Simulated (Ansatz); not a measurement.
## Ansatz (development build ahead of 0.2.0) run

```yaml
crystal:
  periodic: [false, false, false]
  atoms:
    - { symbol: H, position_ang: [0.37, 0.0, 4.3] }
    - { symbol: H, position_ang: [-0.37, 0.0, 4.3] }
    - { symbol: H, position_ang: [0.37, 0.0, 0.0] }
    - { symbol: H, position_ang: [-0.37, 0.0, 0.0] }
basis:
  gaussian: { orbitals: cc-pVDZ }
hamiltonian:
  xc: hf
```

The input is written out in the form of the current development build from the run's settings.

Output:

```
Converged                       : yes
Total energy                    : -2.25739 hartree
Spin squared of the determinant : 0.000
```
